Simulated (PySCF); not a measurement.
Isomers of C3H10F3PSi2, mass 190.001 u with the commonest isotopes. The calculation used PBE0/pcSseg-1 in PySCF (dipole) on a GFN2-xTB geometry, gas phase. One conformer each, none proved a minimum here; rigid rotors.

Problem. Order these by radius of gyration √(Σ m r²/M), largest first.
A. `[CH3:1][C@@H:2]([SiH2:3][PH2:4])[SiH2:5][C:6]([F:7])([F:8])[F:9]` with C1–C2–Si3–P4 180°, C2–Si3–P4–H -100° and 167°, C1–C2–Si5–C6 -54°
B. `[CH3:1][SiH2:2][PH:3][SiH2:4][CH2:5][C:6]([F:7])([F:8])[F:9]` with C1–Si2–P3–Si4 -78°, Si2–P3–Si4–C5 -164°, P3–Si4–C5–C6 80°
C. `[F:1][C:2]([F:3])([F:4])[CH2:5][C@H:6]([SiH3:7])[SiH2:8][PH2:9]` with C2–C5–C6–Si7 -169°, C5–C6–Si8–P9 46°, C6–Si8–P9–H -101° and 165°
D. `[CH3:1][CH2:2][CH2:3][Si@@H:4]([PH2:5])[Si:6]([F:7])([F:8])[F:9]` with C1–C2–C3–Si4 -178°, C2–C3–Si4–P5 47°, C3–Si4–P5–H 159° and 66°

Solution. B (2.718 Å), D (2.598 Å), A (2.421 Å), C (2.363 Å).

Problem. Order these by rotational constant C, largest first.
A. `[CH3:1][C@@H:2]([SiH2:3][PH2:4])[SiH2:5][C:6]([F:7])([F:8])[F:9]` with C1–C2–Si3–P4 180°, C2–Si3–P4–H -100° and 167°, C1–C2–Si5–C6 -54°
B. `[CH3:1][CH2:2][CH2:3][Si@@H:4]([PH2:5])[Si:6]([F:7])([F:8])[F:9]` with C1–C2–C3–Si4 -178°, C2–C3–Si4–P5 47°, C3–Si4–P5–H 159° and 66°
C. `[F:1][C:2]([F:3])([F:4])[CH2:5][C@H:6]([SiH3:7])[SiH2:8][PH2:9]` with C2–C5–C6–Si7 -169°, C5–C6–Si8–P9 46°, C6–Si8–P9–H -101° and 165°
D. `[CH3:1][SiH2:2][PH:3][SiH2:4][CH2:5][C:6]([F:7])([F:8])[F:9]` with C1–Si2–P3–Si4 -78°, Si2–P3–Si4–C5 -164°, P3–Si4–C5–C6 80°

Solution. C (533.5 MHz), A (508.1 MHz), B (420.4 MHz), D (383.1 MHz).

Problem. Order these by dipole moment, largest first.
A. `[CH3:1][SiH2:2][PH:3][SiH2:4][CH2:5][C:6]([F:7])([F:8])[F:9]` with C1–Si2–P3–Si4 -78°, Si2–P3–Si4–C5 -164°, P3–Si4–C5–C6 80°
B. `[CH3:1][CH2:2][CH2:3][Si@@H:4]([PH2:5])[Si:6]([F:7])([F:8])[F:9]` with C1–C2–C3–Si4 -178°, C2–C3–Si4–P5 47°, C3–Si4–P5–H 159° and 66°
C. `[CH3:1][C@@H:2]([SiH2:3][PH2:4])[SiH2:5][C:6]([F:7])([F:8])[F:9]` with C1–C2–Si3–P4 180°, C2–Si3–P4–H -100° and 167°, C1–C2–Si5–C6 -54°
D. `[F:1][C:2]([F:3])([F:4])[CH2:5][C@H:6]([SiH3:7])[SiH2:8][PH2:9]` with C2–C5–C6–Si7 -169°, C5–C6–Si8–P9 46°, C6–Si8–P9–H -101° and 165°

Solution. B (3.25 D), A (2.50 D), C (2.21 D), D (1.37 D).

```csv
SMILES,point group,Ia (u·Å²),Ib (u·Å²),Ic (u·Å²),κ,μa (D),μb (D),μc (D)
CCC[Si@@H](P)[Si](F)(F)F,C1,393.49,969.29,1202.08,-0.77,3.25,0.04,0.13
C[C@@H]([SiH2]P)[SiH2]C(F)(F)F,C1,366.55,866.72,994.61,-0.83,1.59,1.34,0.73
FC(F)(F)C[C@H]([SiH3])[SiH2]P,C1,462.37,711.63,947.33,-0.37,1.17,0.69,0.21
C[SiH2]P[SiH2]CC(F)(F)F,C1,213.32,1275.10,1319.12,-0.99,1.86,1.64,0.31
```
